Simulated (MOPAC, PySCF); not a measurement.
Bond stretch in H4GeO4, SMILES [OH][Ge]([OH])([OH])[OH]. The O1–H9 bond (O1 also carries Ge; H9 carries nothing else) is stretched with both fragments frozen at the PBE0/def2-TZVP optimised geometry.

Levels: UHF/3-21G = PySCF with unrestricted Hartree-Fock/3-21G; RHF/STO-3G = restricted Hartree-Fock/STO-3G (PySCF); PM3, restricted, heats of formation (MOPAC).

Energies are in kJ/mol, each relative to the lowest point of its own curve near equilibrium.

| R / Å | UHF/3-21G | RHF/STO-3G | PM3 |
|---|---|---|---|
| 0.80 | 106.2 | 147.7 | 69.5 |
| 0.84 | 55.5 | 81.8 | 34.4 |
| 0.90 | 13.4 | 23.3 | 5.6 |
| 0.93 | 3.8 | 8.2 | 0.3 |
| 0.96 | 0.0 | 0.6 | 0.0 |
| 1.00 | 2.3 | 0.0 | 6.2 |
| 1.04 | 11.2 | 8.4 | 18.5 |
| 1.08 | 25.2 | 23.9 | 35.4 |
| 1.16 | 63.8 | 70.4 | 77.7 |
| 1.25 | 117.6 | 138.6 | 130.2 |
| 1.41 | 223.5 | 278.5 | 217.8 |
| 1.56 | 288.2 | 414.2 | 294.2 |
| 1.77 | 327.9 | 593.5 | 412.9 |
| 2.02 | 344.4 | 774.9 | 553.9 |
| 2.33 | 350.6 | 942.7 | 678.7 |
| 2.79 | 352.9 | 1096.7 | 795.9 |

At the longest distance, 2.79 Å, RHF/STO-3G lies highest above its minimum (1096.7 kJ/mol) and UHF/3-21G lowest (352.9 kJ/mol).

The unrestricted determinant behind UHF/3-21G is spin-contaminated at 1.41 to 2.79 Å (<S²> up to 1.0, against 0.00 for a pure singlet). The restricted form behind RHF/STO-3G, PM3 keeps the bonding electrons paired and can't separate into open-shell fragments.
